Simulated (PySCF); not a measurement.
## Spinor energies of C²⁺ (carbon, charge +2)

Start: [He] 2s2. Calculated with PySCF 2.14 in x2c-TZVPPall-2c with one added diffuse shell each of s, p, d type (6s4p3d1f, 40 functions): generalised Hartree-Fock with the X2C-1e Hamiltonian and a Gaussian nucleus; spin-orbit coupling (SO) screened by Boettger's factors.

```
spinor shell  electrons  ε, screened SO (eV)  weight of nominal j (screened SO)  rms radius, screened SO (bohr)
       1s1/2          2              -344.40                              1.000                           0.310
       2s1/2          2              -46.111                              1.000                            1.49
```

```json
{"quantity": "E (hartree)", "screened SO": "-36.42257"}
{"quantity": "M_J", "screened SO": "0"}
{"quantity": "⟨J²⟩", "screened SO": "0.000"}
{"quantity": "⟨L²⟩", "screened SO": "0.000"}
{"quantity": "⟨S²⟩", "screened SO": "0.000"}
```
